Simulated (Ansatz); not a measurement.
`CS[Si](Cl)(Cl)Cl` → `[CH2]` (triplet) + `S[Si](Cl)(Cl)Cl`  (formal loss of a carbene)

Calculated with Ansatz (gas phase, PBE0-D4/def2-TZVP geometries, no zero-point term in ΔE). CCSD(T)/CBS is the MP2 limit (def2-TZVPP, def2-QZVPP) plus CCSD(T) − MP2 in def2-TZVPP, frozen cores. This one scheme is used for every species. Functionals use def2-TZVPP. Triplets are unrestricted, without spin–orbit coupling. Each species was taken in one conformer, which may not be the lowest.

`CS[Si](Cl)(Cl)Cl`:

Z-matrix (Å, degrees):
```
C
S 1 1.818
H 1 1.089 2 110.9
H 1 1.089 2 105.9 3 118.4
H 1 1.089 2 110.9 3 -123.2
Si 2 2.093 1 99.4 3 61.8
Cl 6 2.027 2 107.0 1 -179.9
Cl 6 2.039 2 112.1 1 -59.8
Cl 6 2.039 2 112.1 1 59.9
```

`[CH2]` (triplet):

Z-matrix (Å, degrees):
```
C
H 1 1.079
H 1 1.079 2 134.9
```

`S[Si](Cl)(Cl)Cl`:

```xyz
6

S     0.237   -0.041   -1.738
Si   -0.268    0.120    0.299
Cl   -2.083    1.022    0.358
Cl   -0.379   -1.694    1.210
Cl    1.079    1.231    1.341
H     1.413   -0.638   -1.471
```

```csv
level,ΔE (kcal/mol)
BLYP-D4,102.1
CAM-B3LYP-D4,101.9
r2SCAN0,95.9
CAM-B3LYP,100.0
```

(1) What does CCSD(T)/CBS give? (An estimate is asked.)

Largest T1 diagnostic among the species: 0.011.

Results:

(1) The calculation gave: +103.0 kcal/mol. The listed levels differ from it by -0.9, -1.1, -7.1, -3.0 kcal/mol.

From BLYP to BHLYP (50 % exact exchange), in def2-TZVPP and without D4, ΔE moves by −1.8 kcal/mol. In def2-TZVPP, CCSD(T) changes the Hartree–Fock value by +33.1 kcal/mol (the triples alone add +3.1 kcal/mol) and MP2 by +36.7 kcal/mol. The D4 term adds +3.3 kcal/mol with B3LYP and +1.8 kcal/mol with PBE0; it sums over pairs of atoms, weighted by their polarisabilities, and B3LYP, whose exchange is more repulsive, gets the larger term.

B3LYP here is the variant with VWN-RPA as its local correlation; programs differ in this.

CCSD(T)/CBS has its own doubt, a few kJ/mol and more with outer-core shells, so smaller differences from it don't rank the levels.
